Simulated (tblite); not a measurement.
Start geometry of `[CH2]CC[C@@H](C)C=C` [radical] from a force field or distance geometry (Å):
```
atom  x, y, z in Å
C1     2.9048   -0.9891   -0.1117
C2     1.3987   -0.9719   -0.1634
C3     0.8329    0.2642    0.5297
C4    -0.7177    0.2739    0.5623
C5    -1.2211    1.4521    1.4035
C6    -1.3252    0.3272   -0.8149
C7    -2.1378   -0.6020   -1.3197
H8     3.4570   -1.5085   -0.8748
H9     3.4332   -0.6545    0.7735
H10    1.0288   -1.8829    0.3442
H11    1.0862   -1.0213   -1.2036
H12    1.1801    1.1662    0.0137
H13    1.2013    0.3251    1.5645
H14   -1.0411   -0.6518    1.0746
H15   -0.9081    2.4177    0.9628
H16   -0.8346    1.4077    2.4316
H17   -2.3131    1.4587    1.4596
H18   -1.0675    1.1847   -1.4269
H19   -2.4247   -1.4803   -0.7395
H20   -2.5372   -0.5043   -2.3127
```

Task: What comes out of this run: GFN2-xTB geometry optimisation, gas phase (tblite)?

Result: 
```
atom  x, y, z in Å
C1     2.860   -1.003   -0.140
C2     1.390   -0.963   -0.152
C3     0.822    0.270    0.559
C4    -0.711    0.260    0.595
C5    -1.230    1.457    1.395
C6    -1.271    0.304   -0.795
C7    -2.084   -0.599   -1.309
H8     3.402   -1.510   -0.914
H9     3.407   -0.598    0.689
H10    0.983   -1.856    0.352
H11    1.017   -1.004   -1.180
H12    1.166    1.171    0.046
H13    1.204    0.301    1.581
H14   -1.046   -0.661    1.085
H15   -0.912    2.390    0.935
H16   -0.848    1.427    2.413
H17   -2.317    1.446    1.432
H18   -0.967    1.161   -1.383
H19   -2.401   -1.462   -0.744
H20   -2.469   -0.520   -2.312
```

The energy falls by 6.9 kJ/mol over 55 L-BFGS steps, the largest force on an atom goes from 1.26 to 0.009 eV/Å, and the atoms move by 0.055 Å rms after alignment. The bond that changes most is C1–C2 (ends: carbon bonded to C and 2 H; carbon bonded to 2 C and 2 H), which shortens by 0.036 Å. Bonds longer at the end by more than 0.005 Å: 2 of 19; shorter: 11. Among the angles that change most is C3–C4–C6, from 112.6° to 110.5°. Rotational constants go from 3637, 1566, 1174 to 3666, 1612, 1202 MHz. The orientation of the end geometry is arbitrary; only internal coordinates are fixed.

The run took 0.31 s wall on one thread of an Arm Neoverse V1, no GPU, shared host with 32 logical CPUs at a one-minute load of 28.

GFN2-xTB frequencies show an imaginary mode (32i cm⁻¹), so the point is no minimum at that level. 2 starts were optimised and ended at 0.00 and 0.90 kcal/mol (GFN2-xTB); the lowest of these is shown.

One conformer stands for the species.

These are computed values.
